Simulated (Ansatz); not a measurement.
A run on CH₃ClFInS, SMILES `F[CH2][In]([SH])[Cl]` with other settings.

```yaml
crystal:
  periodic: [false, false, false]
  atoms:
    - {symbol: F, position_ang: [-0.713790, 0.657417, 1.783183]}
    - {symbol: C, position_ang: [-0.108438, 1.182982, 0.658117]}
    - {symbol: In, position_ang: [0.298087, -0.386199, -0.783519]}
    - {symbol: S, position_ang: [-0.155882, -2.703279, -0.629502]}
    - {symbol: Cl, position_ang: [1.325148, 0.230752, -2.787047]}
    - {symbol: H, position_ang: [0.826311, 1.667243, 0.950732]}
    - {symbol: H, position_ang: [-0.770900, 1.929861, 0.214032]}
    - {symbol: H, position_ang: [-0.700546, -2.578777, 0.594005]}
basis:
  gaussian: {orbitals: def2-TZVPPP, point_charges: [{charge: 2.00, position_ang: [4.510, 0.020, 0.880]}]}
hamiltonian: {xc: {name: PBE-QIDH}}
output: {forces: true}
```

```sh
$ ansatz run in.yaml --threads 4 --pin off --events-out ev --progress --plain --max-ram 10444MiB
```

Shortened log:

```
Error: <dir> can't be read: No such file or directory (os error 2)
```
